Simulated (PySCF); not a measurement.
H4O4Ti (SMILES [OH][Ti]([OH])([OH])[OH]), singlet, at a GFN2-xTB geometry (such geometries of metal compounds can be far from the true shape); DF-M062X/3-21G run with PySCF.

The PySCF input:
```python
from pyscf import gto, scf, dft

mol = gto.Mole()
mol.atom = '''
    Ti    0.00000000    0.00000000   -0.00000000
    O     1.24544225   -0.58253470   -1.05566096
    H     2.18594291   -0.38412089   -1.04907072
    O     0.70126705    0.27495552    1.56125498
    H     0.42784937    0.88996160    2.24752262
    O    -0.68322854    1.49335881   -0.55495166
    H    -1.41360157    1.63536595   -1.16350913
    O    -1.26348075   -1.18577963    0.04935764
    H    -1.20019071   -2.14120665   -0.03494277
'''
mol.basis = '3-21g'
mol.verbose = 4
mol.build()

mf = dft.RKS(mol)
mf.xc = 'm062x'
mf = mf.density_fit(auxbasis='def2-universal-jkfit')
mf.kernel()
mf.analyze()
```

It wrote (shortened):

```
PySCF version 2.14.0

[INPUT] verbose = 4
[INPUT] num. atoms = 9
[INPUT] num. electrons = 58
[INPUT] charge = 0
[INPUT] spin (= nelec alpha-beta = 2S) = 0
[INPUT] symmetry False subgroup None
[INPUT] Mole.unit = angstrom
[INPUT] Symbol           X                Y                Z      unit          X                Y                Z       unit  Magmom
[INPUT]  1 Ti     0.000000000000   0.000000000000   0.000000000000 AA    0.000000000000   0.000000000000   0.000000000000 Bohr   0.0
[INPUT]  2 O      1.245442250000  -0.582534700000  -1.055660960000 AA    2.353544756462  -1.100831041056  -1.994910094795 Bohr   0.0
[INPUT]  3 H      2.185942910000  -0.384120890000  -1.049070720000 AA    4.130833423835  -0.725883280824  -1.982456346100 Bohr   0.0
[INPUT]  4 O      0.701267050000   0.274955520000   1.561254980000 AA    1.325202664682   0.519590629237   2.950344322813 Bohr   0.0
[INPUT]  5 H      0.427849370000   0.889961600000   2.247522620000 AA    0.808518131868   1.681783685380   4.247202210565 Bohr   0.0
[INPUT]  6 O     -0.683228540000   1.493358810000  -0.554951660000 AA   -1.291114821086   2.822039156606  -1.048706649773 Bohr   0.0
[INPUT]  7 H     -1.413601570000   1.635365950000  -1.163509130000 AA   -2.671319816555   3.090393758939  -2.198713599131 Bohr   0.0
[INPUT]  8 O     -1.263480750000  -1.185779630000   0.049357640000 AA   -2.387632581160  -2.240798744788   0.093272421755 Bohr   0.0
[INPUT]  9 H     -1.200190710000  -2.141206650000  -0.034942770000 AA   -2.268031739147  -4.046294144597  -0.066032265334 Bohr   0.0

nuclear repulsion = 339.052642804665
number of shells = 39
number of NR pGTOs = 126
number of NR cGTOs = 71
basis = 3-21g
ecp = {}

******** <class 'pyscf.df.df_jk.DFRKS'> ********
method = DFRKS
initial guess = minao
damping factor = 0
level_shift factor = 0
DIIS = <class 'pyscf.scf.diis.CDIIS'>
diis_start_cycle = 1
diis_space = 8
diis_damp = 0
SCF conv_tol = 1e-09
SCF conv_tol_grad = None
SCF max_cycles = 50
direct_scf = False
XC library pyscf.dft.libxc version 7.1.2
    S. Lehtola, C. Steigemann, M. J. T. Oliveira, and M. A. L. Marques,  SoftwareX 7, 1–5 (2018)
XC functionals = m062x
    Y. Zhao and D. G. Truhlar,  Theor. Chem. Acc. 120, 215 (2008)
    Y. Zhao and D. G. Truhlar,  Theor. Chem. Acc. 120, 215 (2008)
radial grids:
    Treutler-Ahlrichs [JCP 102, 346 (1995); DOI:10.1063/1.469408] (M4) radial grids

becke partition: Becke, JCP 88, 2547 (1988); DOI:10.1063/1.454033
pruning grids: <function nwchem_prune>
grids dens level: 3
symmetrized grids: False
atomic radii adjust function: <function treutler_atomic_radii_adjust>
small_rho_cutoff = 0
Set gradient conv threshold to 3.16228e-05
Initial guess from minao.
tot grids = 116464
******** <class 'pyscf.df.df.DF'> ********
auxbasis = def2-universal-jkfit
init E= -1146.41201392151
  HOMO = -0.494801923113455  LUMO = -0.0878123553623382  gap/eV = 11.07475
cycle= 1 E= -1146.66859260357  delta_E= -0.257  |g|= 1.28  |ddm|= 2.89
  HOMO = -0.228156694195504  LUMO = -0.0585366527334865  gap/eV = 4.61560
cycle= 2 E= -1145.84025615675  delta_E= 0.828  |g|= 2.56  |ddm|= 2.04
  HOMO = -0.31359443206438  LUMO = 0.0171521030359911  gap/eV = 9.00007
cycle= 3 E= -1146.9719314585  delta_E= -1.13  |g|= 0.24  |ddm|= 1.34
  HOMO = -0.357575125605554  LUMO = 0.0129579560001756  gap/eV = 10.08272
cycle= 4 E= -1146.98618187154  delta_E= -0.0143  |g|= 0.0792  |ddm|= 0.252
  HOMO = -0.354233630611498  LUMO = 0.0136854985262391  gap/eV = 10.01159
cycle= 5 E= -1146.98793836915  delta_E= -0.00176  |g|= 0.00374  |ddm|= 0.0594
  HOMO = -0.354963459268838  LUMO = 0.0135192638137775  gap/eV = 10.02693
cycle= 6 E= -1146.9879463387  delta_E= -7.97e-06  |g|= 0.000625  |ddm|= 0.00569
  HOMO = -0.354965369339772  LUMO = 0.013521269836017  gap/eV = 10.02703
cycle= 7 E= -1146.98794679407  delta_E= -4.55e-07  |g|= 0.000197  |ddm|= 0.00165
  HOMO = -0.354977313073707  LUMO = 0.0135230808726798  gap/eV = 10.02741
cycle= 8 E= -1146.98794680719  delta_E= -1.31e-08  |g|= 0.000166  |ddm|= 0.000292
  HOMO = -0.354975603757397  LUMO = 0.0135239359081409  gap/eV = 10.02738
cycle= 9 E= -1146.98794681343  delta_E= -6.24e-09  |g|= 1.18e-05  |ddm|= 0.000144
  HOMO = -0.354975180922118  LUMO = 0.0135240267633043  gap/eV = 10.02737
cycle= 10 E= -1146.98794681358  delta_E= -1.47e-10  |g|= 3.56e-06  |ddm|= 3.01e-05
  HOMO = -0.354975717982863  LUMO = 0.0135239764939921  gap/eV = 10.02739
Extra cycle  E= -1146.98794681358  delta_E= -3.18e-12  |g|= 4.1e-06  |ddm|= 5.99e-06
converged SCF energy = -1146.98794681358
**** SCF Summaries ****
Total Energy =                       -1146.987946813581402
Nuclear Repulsion Energy =             339.052642804665425
One-electron Energy =                -2249.519665492687636
Two-electron Energy =                  763.479075874440696
Two-electron Coulomb Energy =          841.154106095119801
DFT Exchange-Correlation Energy =      -77.675030220679048
HOMO-LUMO gap [eV] =                    10.027387434661760
**** MO energy ****
MO #1   energy= -179.343182522754  occ= 2
MO #2   energy= -20.4118542192028  occ= 2
MO #3   energy= -19.5266784966032  occ= 2
MO #4   energy= -19.526361495086   occ= 2
MO #5   energy= -19.5262963526219  occ= 2
MO #6   energy= -19.526231703332   occ= 2
MO #7   energy= -17.0832758128203  occ= 2
MO #8   energy= -17.0832754682284  occ= 2
MO #9   energy= -17.0821760512801  occ= 2
MO #10  energy= -2.61615100060059  occ= 2
MO #11  energy= -1.67740479364198  occ= 2
MO #12  energy= -1.67739797371002  occ= 2
MO #13  energy= -1.67281302829175  occ= 2
MO #14  energy= -1.08365760799338  occ= 2
MO #15  energy= -1.06891004970439  occ= 2
MO #16  energy= -1.06777247497231  occ= 2
MO #17  energy= -1.06773388484165  occ= 2
MO #18  energy= -0.557412587526346 occ= 2
MO #19  energy= -0.546895223337061 occ= 2
MO #20  energy= -0.546859346379661 occ= 2
MO #21  energy= -0.542276317889113 occ= 2
MO #22  energy= -0.429124720664094 occ= 2
MO #23  energy= -0.419166444846973 occ= 2
MO #24  energy= -0.405407728437758 occ= 2
MO #25  energy= -0.405369923772701 occ= 2
MO #26  energy= -0.386770241792179 occ= 2
MO #27  energy= -0.366997793557661 occ= 2
MO #28  energy= -0.354990457012474 occ= 2
MO #29  energy= -0.354975717982863 occ= 2
MO #30  energy= 0.0135239764939921 occ= 0
MO #31  energy= 0.0244027363625537 occ= 0
MO #32  energy= 0.0244073124841891 occ= 0
MO #33  energy= 0.0274780371184158 occ= 0
MO #34  energy= 0.0480658203710749 occ= 0
MO #35  energy= 0.0755170315296163 occ= 0
MO #36  energy= 0.0960585751725491 occ= 0
MO #37  energy= 0.0960827187942477 occ= 0
 ** Mulliken pop on meta-lowdin orthogonal AOs  **
 ** Mulliken pop  **
 ** Mulliken atomic charges  **
charge of    0Ti =      1.45977
charge of    1O =     -0.67497
charge of    2H =      0.31003
charge of    3O =     -0.67496
charge of    4H =      0.31001
charge of    5O =     -0.67492
charge of    6H =      0.31004
charge of    7O =     -0.67498
charge of    8H =      0.31000
Dipole moment(X, Y, Z, Debye):  0.00038,  0.00062, -0.00075
```
